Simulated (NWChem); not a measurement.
System: C2H7FOSi; SMILES CO[SiH2]CF

Here is an NWChem input.

```
start job
memory heap 200 mb stack 900 mb global 1100 mb
geometry units angstroms noautosym nocenter noautoz
  C      0.740917     2.331598     0.213693
  O     -0.123130     1.495207    -0.502308
  Si    -0.692613     0.015674     0.002007
  C      0.633822    -1.331830    -0.189743
  F      0.092348    -2.530987     0.237839
  H      0.455985     2.415637     1.279197
  H      1.788759     1.981960     0.168438
  H      0.705745     3.340473    -0.225603
  H     -1.854600    -0.320340    -0.862425
  H     -1.099569     0.073000     1.441397
  H      0.954963    -1.432902    -1.241955
  H      1.537868    -1.112088     0.406734
end
basis spherical
  * library pcsseg-1
end
dft
  xc kt2
  iterations 150
end
property
  shielding
end
task dft property
```

Structure relaxed at the PBE0/def2-SVP level. No frequency run checked for a minimum.

GIAO values for the isolated, static molecule; σ is the absolute isotropic shielding, δ = σ(reference) − σ with the isolated reference molecule computed at the same levels (13C: tetramethylsilane, 19F: trichlorofluoromethane, 1H: tetramethylsilane, 29Si: tetramethylsilane).

Atoms are numbered as in the input.

Q: What results follow from this input? (KT2/pcSseg-1, GIAO.) Quantities: δ C1 (ppm); δ Si3 (ppm); δ F5 (ppm); δ H6 (rotor mean) (ppm); δ H10 (ppm); δ H11 (ppm); δ H12 (ppm).

A: The δ C1 (ppm) is 56.7, the δ Si3 (ppm) is -16.2 and the δ F5 (ppm) is -337.0. The δ H6 (rotor mean) (ppm) is 3.71 and the δ H10 (ppm) is 4.95. The δ H11 (ppm) comes out as 4.51 and the δ H12 (ppm) comes out as 4.68.
